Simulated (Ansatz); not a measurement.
C3H9HfIO3 (`C[O][Hf]([I])([O]C)[O]C`), relaxed with RKS PBE0-D4/def2-TZVP in the Gaussian-basis code of Ansatz from a GFN2-xTB geometry. The force threshold is 0.005 eV/Å; the program also tests the step.

Total charge 0; spin multiplicity 1. Hf, I takes the def2 core potential.

Start:

```xyz
17

C    -1.680    0.577    1.082
O    -1.204   -0.734    1.017
Hf    0.510   -0.904    0.340
I     1.160   -3.519    0.256
O     1.760    0.120    1.241
C     1.733    1.491    0.973
O     0.369   -0.291   -1.415
C    -0.432   -1.120   -2.207
H    -1.298    1.088    1.981
H    -1.391    1.146    0.180
H    -2.776    0.564    1.145
H     1.055    2.011    1.668
H     2.739    1.909    1.111
H     1.417    1.684   -0.068
H     0.137   -1.992   -2.570
H    -0.776   -0.559   -3.085
H    -1.324   -1.468   -1.650
```

By how much does the energy fall, and how many steps does the optimiser take? (Best estimate.)

Computed: 1.35 eV, in 43 steps, 5 of them rejected.

Which bonds change most? (Estimate.)

Computed: Hf3–I4 from 2.696 to 2.765 Å; O2–Hf3 from 1.850 to 1.906 Å; Hf3–O5 from 1.851 to 1.906 Å; Hf3–O7 from 1.864 to 1.906 Å.

Give the relaxed structure. (An estimate is asked.)

Ansatz gave: 
```xyz
17

C    -2.551    0.289    1.726
O    -1.367   -0.189    1.181
Hf    0.261   -0.733    0.351
I     1.106   -3.108    1.487
O     1.600    0.597    0.619
C     2.516    1.631    0.761
O    -0.022   -1.001   -1.515
C    -0.257   -1.100   -2.880
H    -2.393    1.265    2.197
H    -3.317    0.398    0.951
H    -2.924   -0.405    2.485
H     2.073    2.466    1.314
H     3.396    1.282    1.310
H     2.842    1.997   -0.218
H    -0.048   -2.117   -3.226
H     0.386   -0.408   -3.434
H    -1.301   -0.864   -3.110
```
